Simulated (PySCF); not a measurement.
Species: C₈H₈.
Cartesian coordinates in Å at the PBE0-D3(BJ)/def2-SVP level; atoms count from 1:
```
atom  x, y, z in Å
C1     5.064    0.708   -0.665
C2     3.920    0.393   -0.395
C3     2.631    0.039   -0.091
C4     1.488   -0.282    0.187
C5     0.115   -0.643    0.490
C6    -0.897   -0.099   -0.532
C7    -2.298   -0.510   -0.208
C8    -3.299    0.326    0.070
H9     6.074    0.985   -0.903
H10    0.036   -1.744    0.543
H11   -0.145   -0.273    1.497
H12   -0.618   -0.474   -1.531
H13   -0.821    0.999   -0.574
H14   -2.492   -1.591   -0.195
H15   -4.303   -0.038    0.300
H16   -3.151    1.411    0.070
```

Theory: TDDFT PBE0/def2-SVPD, vertical, gas phase, core orbitals frozen in the response in PySCF 2.14.0, density-fitted response routines.

Q: Predict the UV-vis stick spectrum at this level.

A: 

```
state  E (eV)  λ (nm)  ν̃ (cm⁻¹)       f  |μ| (D)  main configurations (H = HOMO, L = LUMO)
   S1    4.66   266.0      37600  0.0000     0.03       H-1→L (49%), H→L+1 (28%), H→L (15%)
   S2    4.87   254.5      39300  0.0016     0.30     H→L (26%), H-1→L+1 (26%), H→L+1 (22%)
   S3    4.88   254.1      39350  0.0003     0.13     H→L+1 (37%), H-1→L+1 (26%), H→L (17%)
   S4    6.41   193.5      51670   0.199     2.86       H→L+2 (40%), H-2→L (36%), H→L (10%)
   S5    6.44   192.5      51930  0.0034     0.37   H-1→L+2 (53%), H→L+2 (32%), H-2→L (10%)
   S6    6.45   192.1      52060  0.0059     0.49   H-1→L+2 (39%), H-2→L (37%), H→L+2 (20%)
```

The lowest singlet comes at 266 nm (450 kJ/mol) in the ultraviolet; it is dark (f under 0.0005); its leading configuration is HOMO-1→LUMO (49%). The strongest level in the table is S4 at 6.41 eV (194 nm, f = 0.199). S2/S3 lie within about 0.01 eV of each other. Löwdin shares by element: HOMO (one of a set within 0.03 eV) carbon 83% or more (atoms not listed hold the other 17%); LUMO carbon 78% or more (atoms not listed hold the other 22%). The listed states span 1.79 eV, and the widest gap between neighbours is 1.53 eV (S3 to S4). The oscillator strengths of these states sum to 0.210; summed over the whole spectrum of an exact calculation they would give the number of electrons, 56 (Thomas–Reiche–Kuhn). Weighted by f, the mean energy of these states is 6.39 eV. Only the lowest 6 singlets were computed, as vertical energies without vibronic structure.

One conformer stands for the species.
